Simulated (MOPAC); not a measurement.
Input file for MOPAC: PM3 on LiS, 2S+1 = 2, a spin state set in the input, which need not be the lowest, a point of a bond scan (R = 2.349 Å).

```
PM3 1SCF PRECISE CHARGE=0 UHF MS=0.5 THREADS=1
LiS

Li     0.00000000 1     0.00000000 1     0.00000000 1
S      0.00000000 1     0.00000000 1     2.34884100 1
```

It printed:

```
*******************************************************************************
 **                                                                           **
 **                              MOPAC v23.2.5                                **
 **                                                                           **
 *******************************************************************************
 ** MOPAC's Digital Object Identifier: https://doi.org/10.5281/zenodo.6511958 **
 **                                                                           **
 ** Please cite the open-source release paper for use of this MOPAC version:  **
 ** J. E. Moussa and J. J. P. Stewart (2026)                                  **
 ** MOPAC: An open-source semiempirical molecular orbital program             **
 ** J. Open Source Softw., 11(119), 8025, https://doi.org/10.21105/joss.08025 **
 *******************************************************************************

                              PM3 CALCULATION RESULTS

 *******************************************************************************
 *  PM3        - The PM3 Hamiltonian to be used
 *  UHF        - UNRESTRICTED HARTREE-FOCK CALCULATION
 *
 *
 *
 *                 CHARGE ON SYSTEM = 0
 *
 *
 *
 *  MS=        - IN MECI, MAGNETIC COMPONENT OF SPIN =  0.5
 *  PRECISE    - TIGHTER CRITERIA TO BE USED
 *  1SCF       - DO 1 SCF AND THEN STOP
 *  THREADS=1  - MULTI-THREADING NOT USED
 *  T=         - A TIME OF 172800.0 SECONDS REQUESTED
 *  DUMP=N     - RESTART FILE WRITTEN EVERY 7200.0 SECONDS REQUESTED
 *******************************************************************************
PM3 1SCF PRECISE CHARGE=0 UHF MS=0.5 THREADS=1
 LiS

   ATOM   CHEMICAL          X               Y               Z
  NUMBER   SYMBOL      (ANGSTROMS)     (ANGSTROMS)     (ANGSTROMS)

     1      Li          0.00000000  *   0.00000000  *   0.00000000  *
     2       S          0.00000000  *   0.00000000  *   2.34884100  *



          CARTESIAN COORDINATES

    NO.       ATOM           X           Y           Z

     1        Li          0.0000      0.0000      0.0000
     2         S          0.0000      0.0000      2.3488

 Li: (PM3): E. ANDERS, R. KOCH, P. FREUNSCHT, J. COMP. CHEM 14 1301-1312  1993
  S: (PM3): J. J. P. STEWART, J. COMP. CHEM. 10, 209 (1989).

           Empirical Formula: Li S  =     2 atoms



      MOLECULAR POINT GROUP   :   C*v


          UHF CALCULATION, NO. OF ALPHA ELECTRONS =    4
                           NO. OF BETA  ELECTRONS =    3

 -------------------------------------------------------------------------------
 PM3 1SCF PRECISE CHARGE=0 UHF MS=0.5 THREADS=1
 LiS



     1SCF WAS SPECIFIED, SO BFGS WAS NOT USED
     SCF FIELD WAS ACHIEVED


                              PM3 CALCULATION
                                                       MOPAC v23.2.5 Linux




          FINAL HEAT OF FORMATION =         44.25253 KCAL/MOL =     185.15260 KJ/MOL


          COSMO AREA              =         88.77 SQUARE ANGSTROMS
          COSMO VOLUME            =         72.74 CUBIC ANGSTROMS

          IONIZATION POTENTIAL    =          7.643497 EV
          ALPHA SOMO LUMO (EV)    =         -8.828 -1.657
          BETA  SOMO LUMO (EV)    =         -7.643 -1.673
          NO. OF ALPHA ELECTRONS  =          4
          NO. OF BETA  ELECTRONS  =          3
          MOLECULAR WEIGHT        =         39.0000         POINT GROUP:  C*v

          MOLECULAR DIMENSIONS (Angstroms)

            Atom       Atom       Distance
            S     2   Li     1     2.34884
            S     2   Li     1     0.00000
           Li     1    S     2     0.00000


          SCF CALCULATIONS        =          1





   ATOM   CHEMICAL          X               Y               Z
  NUMBER   SYMBOL      (ANGSTROMS)     (ANGSTROMS)     (ANGSTROMS)

     1      Li          0.00000000  *   0.00000000  *   0.00000000  *
     2       S          0.00000000  *   0.00000000  *   2.34884100  *

                             CARTESIAN COORDINATES

   1   Li        0.000000000     0.000000000     0.000000000
   2    S        0.000000000     0.000000000     2.348841000


           Empirical Formula: Li S  =     2 atoms



      MOLECULAR POINT GROUP   :   C*v


          ALPHA EIGENVALUES
 -24.34937 -10.68354  -9.38358  -8.82839  -1.65671   0.29152   0.44307   0.64489


           BETA EIGENVALUES
 -20.12868  -8.11870  -7.64350  -1.67265  -1.37475   0.46935   0.94020   0.98334


              NET ATOMIC CHARGES AND DIPOLE CONTRIBUTIONS

  ATOM NO.   TYPE          CHARGE      No. of ELECS.   s-Pop       p-Pop
    1         Li           0.486348        0.5137     0.18783     0.32582
    2          S          -0.486348        6.4863     1.95677     4.52957
 DIPOLE           X         Y         Z       TOTAL
 POINT-CHG.     0.000     0.000    -5.487     5.487
 HYBRID        -0.000     0.000    -2.568     2.568
 SUM           -0.000     0.000    -8.055     8.055


          ATOMIC ORBITAL ELECTRON POPULATIONS

     Atom    s        px        py        pz
    1 Li   0.18783   0.11596   0.02437   0.18550
    2  S   1.95677   1.88404   0.97563   1.66990


                    (SZ)    =    0.500000
                    (S**2)  =    0.766209


          ATOMIC ORBITAL SPIN POPULATIONS

    Atom   Total    s     px     py     pz
         Atomic
    1 Li -0.0882 -0.052 -0.030  0.024 -0.031
    2  S  1.0882  0.007  0.030  0.976  0.075

 **********************
 *                    *
 * JOB ENDED NORMALLY *
 *                    *
 **********************




 == MOPAC DONE ==
```

The run finished.

Cost: about 0.020 core-seconds (a rough figure).
